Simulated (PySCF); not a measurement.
Job file and geometry (Å, from GFN2-xTB) of an NMR shielding run on `[SiH3]C[Si@@H]1NBCCN1`, C3H13BN2Si2, GIAO PBE0/pcSseg-1 NMR shielding, non-relativistic, gas phase in PySCF; density fitting, a coarse starting grid and PySCF grid level 2 are the driver's defaults:

```
$ OMP_NUM_THREADS=1 python probes_run.py task.json out

{"job": {"kind": "nmr", "xc": "PBE0", "basis": "pcSseg-1"}, "charge": 0, "multiplicity": 1}
Si     2.639953     0.860947    -0.221187
C      2.091918    -0.846972     0.393387
Si     0.226083    -1.174069     0.376221
N     -0.433497    -0.901959    -1.223610
B     -1.440521     0.018153    -1.510983
C     -2.101816     0.848697    -0.324614
C     -1.987750     0.181149     1.049583
N     -0.619791    -0.116434     1.431811
H      2.119191     1.917122     0.655565
H      4.106217     0.933766    -0.200438
H      2.177934     1.097166    -1.591811
H      2.449158    -1.000354     1.409796
H      2.572599    -1.615559    -0.209446
H     -0.112019    -2.558228     0.755700
H     -0.037385    -1.428119    -1.986936
H     -1.782220     0.183020    -2.624803
H     -1.613328     1.827948    -0.274654
H     -3.156692     1.050538    -0.523863
H     -2.441860     0.806280     1.825817
H     -2.525299    -0.770283     1.025474
H     -0.139794     0.704133     1.768518
```

Question: Write the output of this run.

Answer: 
```
coarse grid: 17776 points
cycle   1  E = -834.8472769599  dE =  7.397e-01  |g| = 6.121e-01  |ddm| = 4.076e+00
cycle   2  E = -834.8085575152  dE =  3.872e-02  |g| = 7.457e-01  |ddm| = 1.198e+00
cycle   3  E = -834.9351701796  dE = -1.266e-01  |g| = 7.652e-02  |ddm| = 7.187e-01
cycle   4  E = -834.9362679914  dE = -1.098e-03  |g| = 3.338e-02  |ddm| = 9.497e-02
cycle   5  E = -834.9365234157  dE = -2.554e-04  |g| = 7.532e-03  |ddm| = 3.097e-02
cycle   6  E = -834.9365354408  dE = -1.203e-05  |g| = 2.248e-03  |ddm| = 8.827e-03
cycle   7  E = -834.9365365889  dE = -1.148e-06  |g| = 5.616e-04  |ddm| = 2.515e-03
final grid: 160504 points
cycle   8  E = -834.9757117184  dE = -3.773e-05  |g| = 8.560e-03  |ddm| = 2.652e-02
cycle   9  E = -834.9757015725  dE =  1.015e-05  |g| = 1.091e-02  |ddm| = 1.684e-02
cycle  10  E = -834.9757295026  dE = -2.793e-05  |g| = 8.234e-04  |ddm| = 9.246e-03
cycle  11  E = -834.9757296364  dE = -1.338e-07  |g| = 3.153e-04  |ddm| = 8.205e-04
cycle  12  E = -834.9757296579  dE = -2.154e-08  |g| = 4.832e-05  |ddm| = 2.562e-04
cycle  13  E = -834.9757296583  dE = -4.329e-10  |g| = 2.477e-05  |ddm| = 7.028e-05
converged SCF energy = -834.9757296583

GIAO shielding tensors (ppm)
atom      isotropic    diamagn.    paramagn.     s11        s22        s33       span
  0 Si     428.953     880.376    -451.423    407.082    411.846    467.931     60.849
  1 C      194.566     259.789     -65.222    186.885    195.219    201.596     14.711
  2 Si     372.278     882.325    -510.048    349.236    357.593    410.004     60.769
  3 N      133.131     327.597    -194.466     24.352    145.638    229.403    205.051
  4 B       53.938     193.105    -139.167     11.683     33.312    116.819    105.136
  5 C      159.892     252.530     -92.638    137.227    166.937    175.512     38.284
  6 C      145.009     243.304     -98.295    120.648    149.197    165.181     44.533
  7 N      228.216     328.232    -100.016    214.541    220.796    249.311     34.770
  8 H       27.861      30.692      -2.831     23.949     27.142     32.491      8.543
  9 H       27.714      28.615      -0.900     23.952     25.244     33.947      9.995
 10 H       27.732      30.216      -2.484     23.928     27.232     32.036      8.108
 11 H       31.819      31.392       0.426     27.243     28.622     39.590     12.347
 12 H       31.974      31.207       0.767     27.159     28.806     39.958     12.799
 13 H       26.181      29.853      -3.672     23.121     23.479     31.942      8.821
 14 H       27.511      32.353      -4.842     23.350     26.277     32.907      9.557
 15 H       26.137      30.077      -3.940     25.246     26.434     26.731      1.485
 16 H       30.947      32.516      -1.569     27.628     29.884     35.330      7.702
 17 H       30.606      30.000       0.606     25.929     28.204     37.684     11.755
 18 H       28.543      29.106      -0.562     22.342     27.857     35.432     13.090
 19 H       28.730      29.818      -1.088     23.820     28.136     34.234     10.413
 20 H       30.989      36.978      -5.989     23.326     30.299     39.342     16.016
```

Size and cost of the density-fitted run: 215 basis functions, 79 s wall time on 1 thread of an Arm Neoverse N1, shared host; peak memory 1 GiB.
